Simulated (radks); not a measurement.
Problem. These are the eigenvalues of the occupied orbitals of an atom or ion with whole-number occupations (hartree). Method: scalar-relativistic Kohn-Sham, exchange-only PBE, spin-polarised, spherical densities, finite nucleus; Fermi nuclear charge, rms radius of each element as measured or else 0.836 A^(1/3) + 0.57 fm; computed with a radial shooting solver on a logarithmic mesh with Libxc functionals.

| orbital | eigenvalue |
|---|---|
| 1s up | -1.87419 |
| 1s down | -1.86481 |
| 2s up | -0.10919 |

Which element is it, and in what charge state? The configuration may be excited. Open shells, if any, are filled with parallel spins first.

Solution. Z = 3, lithium, charge 0: Li in [He] 2s1. The list shows which subshells hold electrons but not how many an open one holds; the 1s level, -1.8742 hartree, gives Z - s = 1.9 by -(Z - s)^2/2, which with screening and relativity narrows Z to a few neighbours, and the depths of the outer levels then fix element, charge and occupations together.
